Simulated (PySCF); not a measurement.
Input file for PySCF: D3(BJ) and D4 dispersion corrections on C2H4BCl (SMILES C=CBCl), a point of a torsion scan.

```python
from pyscf import gto
from pyscf.dispersion import dftd3, dftd4

mol = gto.M(
    atom='''
    C    -1.23633801    0.08929038   -0.14572489
    C    -0.14052862   -0.42539649    0.41460822
    B     1.30312982   -0.20049459   -0.10313097
    Cl    1.57858120    0.75825031   -1.47568408
    H    -1.17357617    0.71396060   -1.02332060
    H    -2.22776545   -0.08770300    0.24112436
    H    -0.27350734   -1.04485826    1.29487725
    H     2.23441365   -0.67798641    0.42884406
    ''',
    basis='def2-svp',
    charge=0, spin=0, verbose=0, max_memory=1800)
d3, d4 = {}, {}
for xc in ['hf', 'pbe', 'blyp', 'revpbe', 'tpss', 'r2scan', 'b3lyp', 'pbe0', 'bhlyp', 'camb3lyp', 'b2plyp']:
    d3[xc] = float(dftd3.DFTD3Dispersion(mol, xc=xc, version='d3bj', atm=False).get_dispersion()['energy'])
    print(f'D3(BJ) {xc:10s} {d3[xc]:14.8f} Eh')
for xc in ['hf', 'pbe', 'blyp', 'revpbe', 'tpss', 'r2scan', 'b3lyp', 'pbe0', 'bhlyp', 'camb3lyp', 'b2plyp']:
    d4[xc] = float(dftd4.DFTD4Dispersion(mol, xc={'camb3lyp': 'cam-b3lyp'}.get(xc, xc), atm=True).get_dispersion()['energy'])
    print(f'D4     {xc:10s} {d4[xc]:14.8f} Eh')
```

Program output:

```
D3(BJ) hf            -0.04752421 Eh
D3(BJ) pbe           -0.00585433 Eh
D3(BJ) blyp          -0.01270643 Eh
D3(BJ) revpbe        -0.01501692 Eh
D3(BJ) tpss          -0.00741560 Eh
D3(BJ) r2scan        -0.00158383 Eh
D3(BJ) b3lyp         -0.01037157 Eh
D3(BJ) pbe0          -0.00506379 Eh
D3(BJ) bhlyp         -0.00814831 Eh
D3(BJ) camb3lyp      -0.00458839 Eh
D3(BJ) b2plyp        -0.00482144 Eh
D4     hf            -0.02061877 Eh
D4     pbe           -0.00552717 Eh
D4     blyp          -0.01245772 Eh
D4     revpbe        -0.01801661 Eh
D4     tpss          -0.00750362 Eh
D4     r2scan        -0.00130989 Eh
D4     b3lyp         -0.00896957 Eh
D4     pbe0          -0.00462362 Eh
D4     bhlyp         -0.00659016 Eh
D4     camb3lyp      -0.00465773 Eh
D4     b2plyp        -0.00384926 Eh
```

The run finished.

Cost: roughly 0.020 core-seconds.
